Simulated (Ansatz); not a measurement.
Input for Ansatz (a quantum-chemistry and plane-wave program): R-wB97M-V/def2-TZVPPD on H8Si2 (a complex), monomers drawn apart or pushed together. Files ending in .json are basis or fitting sets from the Basis Set Exchange.

Ansatz 0.2 input:
```yaml
crystal:
  periodic: [false, false, false]
  atoms:
    - {symbol: Si, position_ang: [0.01753434, -0.16762224, -0.10150452]}
    - {symbol: H, position_ang: [1.06879216, 0.87345654, -0.08739598]}
    - {symbol: H, position_ang: [-1.07625700, 0.22539958, 0.81558087]}
    - {symbol: H, position_ang: [0.58978556, -1.45799786, 0.34195421]}
    - {symbol: H, position_ang: [-0.52126322, -0.30918478, -1.47336801]}
    - {symbol: Si, position_ang: [-0.01394560, 0.13339302, 3.50184379]}
    - {symbol: H, position_ang: [-0.82028162, -1.08307280, 3.25883682]}
    - {symbol: H, position_ang: [1.12135556, 0.16735195, 2.55221939]}
    - {symbol: H, position_ang: [0.50748220, 0.11408513, 4.88751445]}
    - {symbol: H, position_ang: [-0.85480058, 1.33503329, 3.30575579]}
basis:
  gaussian:
    orbitals: def2-TZVPPD.json
hamiltonian:
  xc: {name: wB97M-V}
scf: {lower_state_search: off}
```

The head of its log:

```
WARN ansatz: RAYON_NUM_THREADS=1 ignored (pool sized by the plan → 1); use --threads N
Functional definition: wB97M-V
these checks for a lower state are left out or cut short: stability, starts, cluster_reference, orbital_swaps, neighbouring_geometries, increment
integrals: 0.19 GiB planned
1092 factors; their error is unknown
integrals: 0.23 GiB planned
348 factors; integrals over basis functions are off by at most 1.8e-5 eV
mean field: 1.50 GiB planned
mean field evaluation 1: about -15882.7773 eV, gradient 9.0e0 eV
mean field evaluation 2: about -15883.0908 eV, gradient 1.7e0 eV
```

Problem. Predict the final total energy.

Solution. -583.6940 hartree.
